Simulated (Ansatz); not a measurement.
Q: Name a neutral molecule of C, F, N, O, Si and H with HOMO energy (ωB97M-V/def2-TZVPP) between -9.50 and -9.20 eV and HOMO–LUMO gap (PBE/def2-TZVPP) between 4.05 and 4.35 eV (Ansatz, PBE0-D4/def2-TZVP geometry).

A: `O=C1N[SiH]1F` (-9.34 eV, 4.28 eV). Other molecules can fit too; these were computed, each in one conformer that needn't be the lowest.
